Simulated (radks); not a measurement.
Results of a calculation; reference values are marked as such.
Question: Valence configurations of the cobalt ion Co2+ (all share [Ar]). Level of theory: scalar-relativistic Kohn-Sham, PBE, spin-unpolarised, spherical densities, point nucleus (a radial shooting solver on a logarithmic mesh with Libxc functionals). Order these by energy: 3d7; 3d6 4s0.5 4p0.5; 3d6.5 4p0.5; 3d6 4p1; 3d5 4s1 4p1; 3d6.5 4s0.5; 3d6 4s1; 3d5.5 4s1.5; 3d5 4p2; 3d4.5 4p2.5.

Answer: From the lowest, in eV above it: 3d7 0.000; 3d6.5 4s0.5 3.548; 3d6.5 4p0.5 6.794; 3d6 4s1 8.141; 3d6 4s0.5 4p0.5 11.521; 3d5.5 4s1.5 13.877; 3d6 4p1 14.924; 3d5 4s1 4p1 28.187; 3d5 4p2 35.602; 3d4.5 4p2.5 48.347. NIST lists [Ar] 3d7 as the ground configuration; this level of theory agrees among the configurations tried. The energies are those of spherical spin-averaged densities, not of single terms.
